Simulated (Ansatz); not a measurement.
Basis-set extrapolation for CH6AlNO2, SMILES `C[NH][Al]([OH])[OH]` (PBE0-D4/def2-TZVP geometry, frozen core, Ansatz 0.2.0). Multiplicity 1, RHF reference.

```json
{"": "HF", "def2-TZVPP": "-487.726702", "def2-QZVPP": "-487.746727"}
{"": "MP2 correlation", "def2-TZVPP": "-0.948431", "def2-QZVPP": "-1.020999"}
{"": "CCSD(T) correlation", "def2-TZVPP": "-1.007873", "def2-QZVPP": "not run"}
```

Energies in hartree. Use E(X) = E(∞) + A·exp(−7.88·√X) for Hartree–Fock and E(X) = E(∞) + B·X^(−2.97) for correlation, with X = 3 and 4, and add CCSD(T) minus MP2 of the smaller set to the MP2 limit.

Problem. What is the CCSD(T) energy at the basis-set limit?

Solution. HF limit: -487.746727 + (-0.020025) × 0.13774 = -487.74949. MP2 limit: -1.020999 + (-0.072568) × 0.74074 = -1.07475. Higher-order term: -1.007873 − (-0.948431) = -0.05944. Total: -488.88368 hartree, 391.5 kJ/mol below CCSD(T)/def2-TZVPP.
